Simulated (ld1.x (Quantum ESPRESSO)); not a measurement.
# Logarithmic derivatives: Hf (Z = 72), PAW

```json
{"Element": "hafnium", "Generator": "ld1.x (Quantum ESPRESSO) 7.5", "Type": "PAW", "Functional": "LDA (PZ)", "Relativity": "scalar-relativistic", "Frozen core": "[Kr] 4d10", "Valence charge": "26", "Reference configuration": "4f14 5s2 5p6 5d2 6s1 6p0 (charge +1)", "Partial waves": "5s (bound): rcut 1.65, rcutus 2.10 bohr; 6s (bound): rcut 1.65, rcutus 2.10 bohr; 5p (bound): rcut 1.75, rcutus 1.90 bohr; 6p (bound, empty): rcut 1.75, rcutus 1.90 bohr; 5d (bound): rcut 2.30, rcutus 2.90 bohr; 5d channel at 4 Ry: rcut 2.30, rcutus 2.90 bohr; 4f (bound): rcut 0.90, rcutus 1.15 bohr; 4f channel at -0.55 Ry: rcut 0.90, rcutus 1.15 bohr", "Local potential": "all-electron potential smoothed inside 1.95 bohr (lloc = -2)", "Core correction": "Bessel-smoothed model core inside 1.20 bohr", "Augmentation charge": "PSQ, inside the norm-conserving radii"}
```

The phase is arctan(r·u′/u) with u = r·R(r), unwrapped; energies in Ry, scanned from -7 to 5 Ry. A pole is an energy at which the radial function vanishes at the test radius. The pseudo phase is shifted by a multiple of π to meet the all-electron one at the reference energy, and phase errors are pseudo minus all-electron; the curves can meet again beyond the range given. Levels narrower than the energy grid can be missing from the lists of poles. n/a: not evaluated, since a narrow level or a reset projector energy made the automatic matching unsafe.

| channel | radius (bohr) | reference energy (Ry) | poles, all-electron | poles, pseudo | unbroken range about the reference energy with phases within 0.05 rad | phase error 1 Ry above the reference energy (rad) |
| --- | --- | --- | --- | --- | --- | --- |
| s | 3.13 | -0.83 | 0.58 | 0.58 | n/a | n/a |
| p | 3.13 | -0.48 | -3.11, 1.80 | -3.11, 1.79 | below 4.1 | -0.000 |
| d | 3.13 | -0.70 | -0.32, 4.00 | -0.32, 4.00 | the whole range | +0.001 |
| f | 3.13 | -1.77 | 2.36 | 2.37 | n/a | n/a |

Phases in the f channel:

```json
{"E (Ry)": "-7.00", "all-electron": "1.451", "pseudo": "1.451"}
{"E (Ry)": "-6.74", "all-electron": "1.449", "pseudo": "1.449"}
{"E (Ry)": "-6.48", "all-electron": "1.447", "pseudo": "1.447"}
{"E (Ry)": "-6.22", "all-electron": "1.444", "pseudo": "1.444"}
{"E (Ry)": "-5.96", "all-electron": "1.442", "pseudo": "1.442"}
{"E (Ry)": "-5.70", "all-electron": "1.439", "pseudo": "1.439"}
{"E (Ry)": "-5.44", "all-electron": "1.436", "pseudo": "1.436"}
{"E (Ry)": "-5.18", "all-electron": "1.433", "pseudo": "1.433"}
{"E (Ry)": "-4.92", "all-electron": "1.429", "pseudo": "1.429"}
{"E (Ry)": "-4.66", "all-electron": "1.425", "pseudo": "1.425"}
{"E (Ry)": "-4.40", "all-electron": "1.421", "pseudo": "1.421"}
{"E (Ry)": "-4.14", "all-electron": "1.417", "pseudo": "1.417"}
{"E (Ry)": "-3.88", "all-electron": "1.412", "pseudo": "1.412"}
{"E (Ry)": "-3.62", "all-electron": "1.407", "pseudo": "1.407"}
{"E (Ry)": "-3.36", "all-electron": "1.401", "pseudo": "1.401"}
{"E (Ry)": "-3.10", "all-electron": "1.394", "pseudo": "1.394"}
{"E (Ry)": "-2.84", "all-electron": "1.387", "pseudo": "1.387"}
{"E (Ry)": "-2.58", "all-electron": "1.378", "pseudo": "1.378"}
{"E (Ry)": "-2.32", "all-electron": "1.368", "pseudo": "1.368"}
{"E (Ry)": "-2.06", "all-electron": "1.355", "pseudo": "1.355"}
{"E (Ry)": "-1.80", "all-electron": "1.300", "pseudo": "1.300"}
{"E (Ry)": "-1.54", "all-electron": "-1.804", "pseudo": "-1.804"}
{"E (Ry)": "-1.28", "all-electron": "-1.826", "pseudo": "-1.826"}
{"E (Ry)": "-1.02", "all-electron": "-1.850", "pseudo": "-1.850"}
{"E (Ry)": "-0.76", "all-electron": "-1.881", "pseudo": "-1.881"}
{"E (Ry)": "-0.50", "all-electron": "-1.921", "pseudo": "-1.921"}
{"E (Ry)": "-0.24", "all-electron": "-1.980", "pseudo": "-1.980"}
{"E (Ry)": "0.02", "all-electron": "-2.072", "pseudo": "-2.072"}
{"E (Ry)": "0.28", "all-electron": "-2.236", "pseudo": "-2.236"}
{"E (Ry)": "0.54", "all-electron": "-2.578", "pseudo": "-2.578"}
{"E (Ry)": "0.80", "all-electron": "-3.292", "pseudo": "-3.291"}
{"E (Ry)": "1.06", "all-electron": "-3.999", "pseudo": "-3.997"}
{"E (Ry)": "1.32", "all-electron": "-4.337", "pseudo": "-4.335"}
{"E (Ry)": "1.58", "all-electron": "-4.501", "pseudo": "-4.500"}
{"E (Ry)": "1.84", "all-electron": "-4.597", "pseudo": "-4.596"}
{"E (Ry)": "2.10", "all-electron": "-4.662", "pseudo": "-4.661"}
{"E (Ry)": "2.36", "all-electron": "-4.713", "pseudo": "-4.711"}
{"E (Ry)": "2.62", "all-electron": "-4.756", "pseudo": "-4.754"}
{"E (Ry)": "2.88", "all-electron": "-4.798", "pseudo": "-4.794"}
{"E (Ry)": "3.14", "all-electron": "-4.842", "pseudo": "-4.837"}
{"E (Ry)": "3.40", "all-electron": "-4.896", "pseudo": "-4.888"}
{"E (Ry)": "3.66", "all-electron": "-4.970", "pseudo": "-4.956"}
{"E (Ry)": "3.92", "all-electron": "-5.092", "pseudo": "-5.062"}
{"E (Ry)": "4.18", "all-electron": "-5.346", "pseudo": "-5.265"}
{"E (Ry)": "4.44", "all-electron": "-6.025", "pseudo": "-5.771"}
{"E (Ry)": "4.70", "all-electron": "-6.988", "pseudo": "-6.744"}
{"E (Ry)": "4.96", "all-electron": "-7.399", "pseudo": "-7.297"}
```
